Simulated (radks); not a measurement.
The nuclear charge of the carbon ion C+ is varied continuously with 5 electrons held in [He] 2s2 2p1. All-electron calculation, Dirac Kohn-Sham, PBE, spin-unpolarised, spherical densities, point nucleus; open shells fill j = l - 1/2 first. Program: a radial shooting solver on a logarithmic mesh with Libxc functionals. By the Hellmann-Feynman theorem dE/dZ = E(electron-nucleus)/Z, the electronic potential at the nucleus.

| Z | E (hartree) | E(electron-nucleus)/Z (hartree) | HOMO | e(HOMO) (eV) | <r> HOMO (bohr) |
|---|---|---|---|---|---|
| 5.5 | -30.63860 | -12.7631 | 2p1/2 | -9.397 | 1.807 |
| 5.75 | -33.91585 | -13.4548 | 2p1/2 | -12.980 | 1.640 |
| 6 | -37.36595 | -14.1461 | 2p1/2 | -17.010 | 1.504 |
| 6.25 | -40.98885 | -14.8371 | 2p1/2 | -21.482 | 1.391 |
| 6.5 | -44.78450 | -15.5280 | 2p1/2 | -26.394 | 1.294 |
| 6.75 | -48.75287 | -16.2189 | 2p1/2 | -31.743 | 1.210 |
| 7 | -52.89395 | -16.9098 | 2p1/2 | -37.526 | 1.138 |

The central difference of E at Z = 6 is -14.146 hartree, to compare with the third column; the second derivative is -2.76 hartree.
